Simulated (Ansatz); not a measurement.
`[CH3][In-]([CH3])([CH3])[NH3+]`, relaxed with RKS PBE-D4/def2-SVP in the Gaussian-basis code of Ansatz from a rough embedded geometry. The force threshold is 0.03 eV/Å; the program also tests the step.

Charge 0, multiplicity 1. In takes the def2 core potential.

Start:

```xyz
17

C    -1.256    0.718    1.573
In   -0.003   -0.023    0.006
C     1.415    1.522   -0.524
C    -1.203   -0.455   -1.754
N     1.017   -1.725    0.629
H    -1.015    0.156    2.581
H    -1.069    1.803    1.779
H    -2.308    0.573    1.374
H     2.501    1.077   -0.562
H     1.419    2.340    0.195
H     1.196    1.910   -1.549
H    -1.231   -1.606   -1.880
H    -0.854   -0.034   -2.579
H    -2.276   -0.176   -1.531
H     1.475   -1.573    1.547
H     0.402   -2.541    0.741
H     1.792   -1.968   -0.045
```

(1) By how much does the energy fall, and how many steps does the optimiser take? (Best estimate.)

(2) Which bonds change most? (Estimate.)

(3) Give the relaxed structure. (Estimate.)

Answers

(1) The calculation gave: 1.37 eV, in 22 steps, 2 of them rejected.

(2) The calculation gave: In2–N5 from 2.080 to 2.456 Å; C4–H13 from 0.990 to 1.110 Å; C1–H6 from 1.180 to 1.110 Å; C1–In2 from 2.139 to 2.205 Å.

(3) Ansatz gave: 
```xyz
17

C    -1.329    0.686    1.745
In   -0.228    0.381   -0.140
C     1.580    1.582   -0.530
C    -1.253   -0.590   -1.834
N     0.973   -1.629    0.600
H    -0.635    0.759    2.609
H    -1.908    1.632    1.705
H    -2.047   -0.139    1.937
H     2.260    1.068   -1.242
H     2.140    1.791    0.405
H     1.304    2.558   -0.981
H    -1.832   -1.476   -1.499
H    -0.536   -0.912   -2.617
H    -1.970    0.115   -2.304
H     1.487   -1.465    1.475
H     0.333   -2.416    0.769
H     1.660   -1.945   -0.098
```
